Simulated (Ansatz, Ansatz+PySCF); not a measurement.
```yaml
atoms:
  - { symbol: P, position_ang: [0.0000, 0.0000, -0.7187] }
  - { symbol: H, position_ang: [0.0000, 0.0000, 0.7187] }
```

Basis set: def2-SVP (spherical functions). Left uncorrelated: 5 orbitals. Correlation on ROHF uses semicanonical orbitals with singles. Charge 0, multiplicity 3.

Computed with Ansatz (development build ahead of 0.2.0); each method stands on the lowest determinant of its kind that the runs found.

The atomization energy at this shape (free ground-state atoms in the same class of orbitals less the molecule, no zero-point energy) of triplet PH:

```json
{"method": "UHF-CCSD(T)", "atomization energy": "65.37 kcal/mol"}
{"method": "ROHF-MP2", "atomization energy": "61.99 kcal/mol"}
{"method": "UHF", "atomization energy": "49.71 kcal/mol"}
```

Question: What does ROHF give?

Answer: 45.93 kcal/mol.
